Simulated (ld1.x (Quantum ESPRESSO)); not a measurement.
Before and after: TM potential for tellurium (Te)

Te, norm-conserving Troullier–Martins (Kleinman–Bylander form), made with ld1.x (Quantum ESPRESSO) 7.5 (PBE, fully relativistic). Core [Kr], reference 4d10 5s2 5p4. Waves: 5p (bound): rc 1.90 bohr; 4d (bound): rc 1.20 bohr; 5s (bound): rc 1.65 bohr. Local part: the s channel. Core correction: Bessel-smoothed model core, default radius (core density twice the valence density).

Open shells are filled in proportion to 2j + 1 (rel_dist='average').

Change: scalar-relativistic.

Cutoffs: the cutoffs (Ry, on a coarse ladder) from which the occupation-weighted sum of valence levels, in a spherical-Bessel basis at the reference potential, stays within 10 and 1 mRy of its value at 400 Ry; they do not see the model core or the augmentation charge, which bear on the density cutoff. Errors are all-electron minus pseudo energies relative to the spin-unpolarised reference configuration.

**Question.** How do hardness, ghosts and transferability respond?

**Answer.** The potential gets neither clearly harder nor softer (110 Ry and 180 Ry → 110 Ry and 180 Ry); the d channel sets the loose cutoff, while the largest relative change is in p, which becomes softer; the number of tests with a reliable result goes from 6 to 7; of the 6 tests that both files solve, the error grows in 0 and shrinks in 4 by more than 15 % and 0.3 meV (median size 5.2 → 0.7 meV); neither file shows a bound ghost.

```tsv
quantity	base	changed
cutoff, loose	110 Ry	110 Ry
cutoff, tight	180 Ry	180 Ry
loose cutoff by channel (10 mRy a level)	p 12 Ry, d 90 Ry, s 25 Ry	p 10 Ry, d 90 Ry, s 25 Ry
bound ghosts	none	none
tests with a reliable result	6 of 7	7 of 7
error for 4d10 5s2 5p3, meV [ΔE 9.75 → 9.73 eV]	+1.7	-0.8
error for 4d10 5s2 5p2, meV [ΔE 27.70 → 27.65 eV]	+7.6	+0.3
error for 4d10 5s2 5p1, meV [ΔE 54.63 → 54.55 eV]	+17	+1.7
error for 4d10 5s2 5p3.5, meV [ΔE 3.91 → 3.90 eV]	+0.4	-0.6
error for 4d9 5s2 5p5, meV [ΔE 38.20 → 38.26 eV]	-483	-496
error for 4d10 5s1 5p4, meV [ΔE 19.56 → 19.57 eV]	+2.7	-0.5
s: phases at 2.05 bohr within 0.05 rad from the reference energy up to (Ry; the scan ends near 5)	3.6	3.6
```
